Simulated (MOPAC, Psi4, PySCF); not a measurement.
Two rigid molecules brought together: CH4 ··· CH4O (SMILES C and CO). Monomers: optimised at B3LYP-D3(BJ) (def2-TZVP), held rigid. Orientation: lowest of the rigid-body minima from ten starts at GFN2-xTB. The monomers approach along the line of their centres of mass (distance R); nothing else relaxes.

Geometry at R = 3.74 Å (first 5 atoms: monomer A):
```
11

C      0.0000     0.0000     0.0000
H     -0.6933    -0.4953    -0.6784
H      0.8000     0.4652    -0.5743
H     -0.5304     0.7632     0.5678
H      0.4238    -0.7331     0.6850
C      2.1839    -3.3557     0.8090
O      1.5484    -2.5505     1.7920
H      3.2736    -3.2421     0.8227
H      1.8162    -3.0190    -0.1592
H      1.9373    -4.4174     0.9214
H      1.8541    -2.8262     2.6616
```

- PM6, restricted, heats of formation (MOPAC)
- RHF/6-31G* = restricted Hartree-Fock/6-31G*, spherical d, no counterpoise correction run with PySCF
- RKS-B3LYP/3-21G = restricted B3LYP/3-21G, no counterpoise correction (PySCF 2.14.0)
- SAPT0/jun-cc-pVDZ, frozen core (Psi4)
- MP2/aug-cc-pVDZ = DF-MP2/aug-cc-pVDZ, frozen core, counterpoise-corrected (Psi4)

Interaction energies in kJ/mol (negative: bound); R is the distance of the centres of mass, d the H5···O7 distance.

```
R / Å  d / Å    PM6  RHF/6-31G*  RKS-B3LYP/3-21G  SAPT0/jun-cc-pVDZ  MP2/aug-cc-pVDZ
-----  -----  -----  ----------  ---------------  -----------------  ---------------
3.17    1.84   1.83       21.61           -11.68              13.90            14.71
3.33    2.00  -2.55        9.94           -16.96               5.06             5.15
3.56    2.23  -3.85        1.82           -18.53              -0.67            -1.07
3.74    2.41  -3.33       -0.91           -16.99              -2.23            -2.78
3.90    2.57  -2.61       -2.03           -14.46              -2.62            -3.19
4.11    2.77  -1.79       -2.52           -10.47              -2.52            -3.04
4.42    3.08  -1.06       -2.23            -5.27              -1.97            -2.36
4.73    3.39  -0.70       -1.54            -2.21              -1.44            -1.70
5.26    3.92  -0.40       -0.62            -0.53              -0.80            -0.93
5.95    4.61  -0.22       -0.22            -0.20              -0.39            -0.44
6.92    5.58  -0.11       -0.09            -0.08              -0.16            -0.18
8.25    6.91  -0.05       -0.03            -0.03              -0.06            -0.06
```

Lowest grid point: PM6 -3.85 kJ/mol at R = 3.56 Å; RHF/6-31G* -2.52 kJ/mol at R = 4.11 Å; RKS-B3LYP/3-21G -18.53 kJ/mol at R = 3.56 Å; SAPT0/jun-cc-pVDZ -2.62 kJ/mol at R = 3.90 Å; MP2/aug-cc-pVDZ -3.19 kJ/mol at R = 3.90 Å.
